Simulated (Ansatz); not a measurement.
Saddle point of BH$_{3}$SF$_{2}$, singlet (BHF₂ ([F][BH][F]) + H₂S → BHSF₂ ([F][B]([F])[SH]) + H₂; bonds formed: B1–S6, H2–H5; bonds broken: B1–H2, H5–S6), PBE0-D4/def2-TZVP structure:

B1  (-0.291, -0.570, -0.028)
H2  (1.004, -0.873, 0.144)
F3  (-0.576, -0.668, -1.333)
F4  (-1.004, -1.257, 0.874)
H5  (0.877, 0.146, 0.430)
S6  (-0.179, 1.399, 0.570)
H7  (0.169, 1.823, -0.657)
(Å)

Energies are electronic, without zero-point energy. Barriers and step energies count from the start structure reached by relaxing down the imaginary mode; all methods use the PBE0-D4 structures, on which another method's saddle can fall below an end. Ansatz 0.2.0; basis: def2-TZVPP, with def2-QZVPP for the basis limit; cores frozen in the correlated methods. B3LYP uses VWN-RPA correlation. Extrapolation: Hartree–Fock as exp(−7.88 √X), correlation as X^−2.97.

```csv
method,barrier (kJ/mol),step energy (kJ/mol)
SPW92,67.9,-30.4
PBE-D4,100.6,-34.3
BLYP-D4,130.5,-29.7
r2SCAN-D4,?,-35.7
B97M-V,124.8,-35.4
PBE0-D4,117.1,-31.0
B3LYP-D4,140.9,-26.8
r2SCAN0-D4,125.2,-31.9
BHLYP-D4,162.5,-22.2
CAM-B3LYP-D4,146.8,-24.1
wB97X-V,?,-27.9
wB97M-V,?,-27.9
B2PLYP,146.6,-27.4
PBE-QIDH,133.5,-30.1
RPA on PBE,151.1,-25.6
HF,219.8,-15.8
MP2,142.4,-32.0
CCSD,161.8,-23.4
CCSD(T),149.8,-27.0
```

**Question.** Fill in the withheld barriers. (To be estimated.)

**Answer.** The calculation gives: wB97X-V 143.5; wB97M-V 141.9; r2SCAN-D4 112.5 kJ/mol. Each is the energy of the saddle less that of the start structure, by the same method.

For comparison, the barrier by CCSD(T) at an estimated basis limit (MP2 extrapolated from triple and quadruple zeta, plus CCSD(T) − MP2 in triple zeta) is 146.1 kJ/mol.

T1 diagnostic: at most 0.013. The start structure is not quite a true minimum (one mode of 33i cm⁻¹).

Labels in which every atom is bracketed show which atoms are joined, not bond orders.

For scale, one of the runs: CCSD(T)/def2-TZVPP, 177 basis functions, launched by `ansatz run in.yaml --threads 2 --pin off --events-out ev --progress --plain --max-ram 4352MiB`. The run took 56 s on 2 CPU threads of an AMD EPYC 7R43 (shared host), with 1.7 GiB of host memory at its peak.
